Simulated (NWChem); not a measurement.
# C2H6O2Si; SMILES O[Si@H]1CCO1

```xyz
11

O      0.0116     1.9408    -0.4323
Si    -0.0549     0.5429     0.4465
C     -1.1121    -0.9147    -0.1076
C      0.2545    -1.6238    -0.2268
O      1.1712    -0.5702     0.1228
H      0.1636     1.8589    -1.3788
H     -0.1383     1.0211     1.8485
H     -1.7991    -1.3485     0.6331
H     -1.6481    -0.7997    -1.0612
H      0.3637    -2.4699     0.4725
H      0.4753    -1.9944    -1.2426
```
Atoms are numbered in this order, from 1.

Computed with NWChem. Pople sets run with spherical d functions. Geometry: optimised at PBE0/def2-SVP. B3LYP is NWChem's, with the RPA form of VWN correlation. Atomic charges in e: unrestrained fits to the electrostatic potential beside Mulliken populations; buried atoms are poorly determined by the fit.

For level Hartree-Fock/6-31G*:

- ESP O1 = -0.80
- Mulliken O1 = -0.88
- ESP Si2 = 1.15
- Mulliken Si2 = 1.27
- Mulliken C3 = -0.68
- Mulliken C4 = 0.02
- Mulliken O5 = -0.77

**Question.** How do the values read with level B3LYP/def2-SVP instead?

**Answer.** 
| Item | Value |
|---|---|
| ESP O1 | -0.69 |
| Mulliken O1 | -0.37 |
| ESP Si2 | 0.98 |
| Mulliken Si2 | 0.72 |
| Mulliken C3 | -0.29 |
| Mulliken C4 | 0.25 |
| Mulliken O5 | -0.48 |
